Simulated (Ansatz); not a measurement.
Relaxation of F2GeH3N (7 atoms, charge 0, multiplicity 1), to a largest force component of 0.02 eV/Å in at most 40 steps.

Level of theory: Ansatz, RKS PBE0/def2-SVP.

```xyz
7
Properties=species:S:1:pos:R:3
N -0.506 1.053 0.048
Ge 0.493 -0.444 -0.030
F 1.363 -0.597 1.457
F -0.460 -1.835 -0.248
H -1.238 0.953 0.794
H -1.105 1.139 -0.853
H 1.514 -0.337 -1.213
```

Task: Where does it end, and by what steps?

Result: It converged. After 7 steps the energy has fallen by 0.212 eV; F4 moved furthest, 0.15 Å.

| step | energy less start (eV) | largest force component (eV/Å) | accepted |
| --- | --- | --- | --- |
| 0 | 0.0000 | 2.668 | yes |
| 1 | -0.1698 | 0.867 | yes |
| 2 | -0.1995 | 0.328 | yes |
| 3 | -0.1973 | 0.599 | no |
| 4 | -0.2096 | 0.079 | yes |
| 5 | -0.2111 | 0.079 | yes |
| 6 | -0.2114 | 0.067 | yes |
| 7 | -0.2117 | 0.017 | yes |

```xyz
7
Properties=species:S:1:pos:R:3
N -0.586 0.986 0.033
Ge 0.497 -0.439 -0.086
F 1.292 -0.580 1.439
F -0.360 -1.943 -0.210
H -1.228 1.003 0.821
H -1.059 1.276 -0.817
H 1.505 -0.371 -1.225
```

Run time: 30 s on 2 threads of Arm Neoverse N1, on a shared host, peak memory 0.18 GiB.
